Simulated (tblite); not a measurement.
Run record: tight-binding relaxation, `C#CC/C=C/C(=C/F)[Se]C`.

Computed with GFN2-xTB geometry optimisation, gas phase (tblite 0.8.0). Start geometry: from a force field or distance geometry. The command runs a driver script over a list of jobs; the input below is this job's line of settings and its coordinates in Å.

Command:
```bash
OMP_NUM_THREADS=1 python probes_run.py task.json out
```

Input:
```
{"job": {"kind": "relax", "xc": "GFN2-xTB", "basis": "xTB"}, "charge": 0, "multiplicity": 1}
C      3.808200    -0.624200     0.661300
C      3.125600    -0.687100    -0.349600
C      2.344500    -0.798200    -1.558600
C      0.954000    -0.387300    -1.225500
C      0.628500    -0.034000     0.015600
C     -0.702500     0.371000     0.420500
C     -0.886400     0.715700     1.685500
F     -2.111100     1.110200     2.157000
Se    -2.198400     0.436000    -0.770600
C     -3.769500    -0.411900     0.008400
H      4.368800    -0.553300     1.546200
H      2.389700    -1.821500    -1.987700
H      2.743200    -0.048000    -2.259100
H      0.210800    -0.399800    -1.974400
H      1.404000    -0.026900     0.761500
H     -0.084400     0.697200     2.424200
H     -3.809700    -0.114500     1.094800
H     -3.778300    -1.513400    -0.100600
H     -4.646800    -0.038900    -0.556400
```

Output:
```
step      E/eV     max force
  0    -802.05601    3.138
  1    -801.98300    8.359
  2    -802.23873    0.843
  3    -802.27404    0.670
  4    -802.31574    0.428
  5    -802.35085    0.268
  6    -802.36123    0.229
  7    -802.37283    0.245
  8    -802.38285    0.235
  9    -802.39017    0.153
... (149 lines left out)
159    -802.50101    0.017
160    -802.50106    0.022
161    -802.50112    0.027
162    -802.50120    0.026
163    -802.50129    0.022
164    -802.50140    0.025
165    -802.50148    0.026
166    -802.50153    0.020
167    -802.50155    0.012
168    -802.50156    0.010
```

«max force» is the largest atomic force in eV/Å.

Task: From which step on does the largest force stay under 0.1 eV/Å, and how much energy is left to gain from there?

Result: From step 115 (0.051 eV/Å), 8.4 meV above the end.

Main results: energy lowered by 10.3 kcal/mol over 168 steps; largest atomic force 0.010 eV/Å at the end.

Task: Give the final coordinates.

Result: 0.460 Å rms from the input after alignment:
```
atom  x, y, z in Å
C1     4.0926   -0.7329    0.5015
C2     3.3282   -0.6784   -0.4173
C3     2.4072   -0.6288   -1.5349
C4     0.9834   -0.3793   -1.1422
C5     0.5636   -0.0983    0.0873
C6    -0.8212    0.1427    0.4591
C7    -1.0842    0.5222    1.7112
F8    -2.3101    0.8116    2.1836
Se9   -2.1370   -0.1038   -0.9241
C10   -3.8229   -0.2158    0.0488
H11    4.7666   -0.7808    1.3039
H12    2.4629   -1.5785   -2.0796
H13    2.7298    0.1586   -2.2270
H14    0.2716   -0.4377   -1.9594
H15    1.2802   -0.0299    0.8960
H16   -0.3274    0.6390    2.4745
H17   -4.0917    0.7516    0.4611
H18   -3.7386   -0.9613    0.8346
H19   -4.5628   -0.5290   -0.6846
```

Task: Estimate the wall time. Hardware: one thread, Intel Xeon 6975P-C (x86_64), no GPU, shared host with 192 logical CPUs at a one-minute load of 60.

Result: About 1.2 s.
Labels such as C1 count atoms from 1, the log's own numbers from 0.
